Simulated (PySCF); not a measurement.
## Spin states of SbCl⁺

Unrestricted PBE0; Sb cc-pVTZ-PP with ECP28, Cl cc-pV(T+d)Z; scalar-relativistic core potentials (PySCF 2.14). Outer shells of the fragments: Sb+ 4d10 5s2 5p2; Cl 3s2 3p5.

Followed along the bond (rough minima from three points):

```
2Ms+1  unpaired  ⟨S²⟩ at the start  R at minimum (Å)  Te (eV)
    2       π ↑               0.76              2.25     0.00
    4     π ↑↑↑               3.76  none in the scan   ≤ 2.67
```

Solutions found at the starting distance of 2.435 Å, counted from the lowest of them; the search is not exhaustive and high or unbound solutions are not listed, so other states can lie among these:

```json
{"2Ms+1": "2", "unpaired": "π ↑", "term": "²Π", "E (eV)": "0.00", "⟨S²⟩": "0.76", "⟨Lz²⟩": "1.01", "μ (D)": "-2.51"}
{"2Ms+1": "4", "unpaired": "π ↑↑↑", "term": "⁴Π", "E (eV)": "2.57", "⟨S²⟩": "3.76", "⟨Lz²⟩": "1.01", "μ (D)": "1.87"}
{"2Ms+1": "2", "unpaired": "σ ↑", "term": "²Σ⁺", "E (eV)": "2.73", "⟨S²⟩": "0.76", "⟨Lz²⟩": "0.00", "μ (D)": "-2.27"}
{"2Ms+1": "2", "unpaired": "π ↑↑↓", "term": "mixed", "E (eV)": "2.90", "⟨S²⟩": "1.76", "⟨Lz²⟩": "3.03", "μ (D)": "1.87"}
{"2Ms+1": "4", "unpaired": "σ ↑, π ↑↑", "term": "⁴Σ⁻", "E (eV)": "3.03", "⟨S²⟩": "3.76", "⟨Lz²⟩": "0.00", "μ (D)": "-0.33"}
{"2Ms+1": "2", "unpaired": "σ ↓, π ↑↑", "term": "mixed", "E (eV)": "3.43", "⟨S²⟩": "1.76", "⟨Lz²⟩": "0.00", "μ (D)": "0.06"}
{"2Ms+1": "2", "unpaired": "π ↑", "term": "mixed", "E (eV)": "4.04", "⟨S²⟩": "0.75", "⟨Lz²⟩": "3.02", "μ (D)": "1.90"}
{"2Ms+1": "4", "unpaired": "σ ↑, π ↑↑", "term": "mixed", "E (eV)": "4.62", "⟨S²⟩": "3.76", "⟨Lz²⟩": "2.01", "μ (D)": "1.54"}
{"2Ms+1": "4", "unpaired": "σ ↑, π ↑↑", "term": "mixed", "E (eV)": "4.79", "⟨S²⟩": "3.76", "⟨Lz²⟩": "2.01", "μ (D)": "1.45"}
{"2Ms+1": "4", "unpaired": "σ ↑↑, π ↑", "term": "⁴Π", "E (eV)": "5.06", "⟨S²⟩": "3.76", "⟨Lz²⟩": "1.01", "μ (D)": "-0.25"}
```

A term symbol is given only where ⟨S²⟩ and ⟨Lz²⟩ are close to those of a pure state; real π, δ and φ orbitals otherwise mix terms. A positive dipole points towards Cl; it is taken about the centre of mass and depends on that origin.

Spin–orbit coupling is left out. Counting both spins, an empty level lies below a filled one in some of these solutions, because spin and occupation are held.
